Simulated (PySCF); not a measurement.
# Electronic structure of Ar⁺ (argon, charge +1) at the MN15 level

Configuration: [Ne] 3s2 3p5, 2P determinant. Computed with PySCF 2.14 in def2-SVP (4s3p1d, 18 functions), with the non-relativistic Hamiltonian (point nucleus).

- Total energy: -526.6621 hartree
- One-electron energy: -719.3582 hartree
- Hartree (Coulomb) energy: 223.1031 hartree
- Exchange-correlation energy: -30.4069 hartree
- Kinetic energy: 525.73230 hartree
- ⟨S²⟩: 0.7510
- ⟨L²⟩: 2.004
- Sum of ⟨r⟩: 13.80 bohr
- Sum of ⟨r²⟩: 20.19 bohr²
- Traceless quadrupole moment −½Σ⟨3z² − r²⟩ along its main axis: 1.12 e·bohr²
- Density at the nucleus (Gaussians lack the cusp): 3480 bohr⁻³
- Spin density at the nucleus: 0.00279 bohr⁻³
- Langevin diamagnetic susceptibility: -16.0 ×10⁻⁶ cm³/mol
- Time after the integrals: 0.29 s of wall time on 1 thread of Neoverse-N1 (shared host)

```csv
shell,electrons,mean orbital energy (hartree),spread (hartree),"rms radius, mean of both spins (bohr)"
1s α,1,-114.31279,0,0.100
1s β,1,-114.30648,0,0.100
2s α,1,-11.32549,0,0.457
2s β,1,-11.31829,0,0.457
2p α,3,-9.16851,0.03356,0.419
2p β,3,-9.16257,0.02683,0.419
3s α,1,-1.47210,0,1.50
3s β,1,-1.41541,0,1.50
3p α,3,-0.93303,0.04722,1.69
3p β,2,-0.89558,0,1.69
```
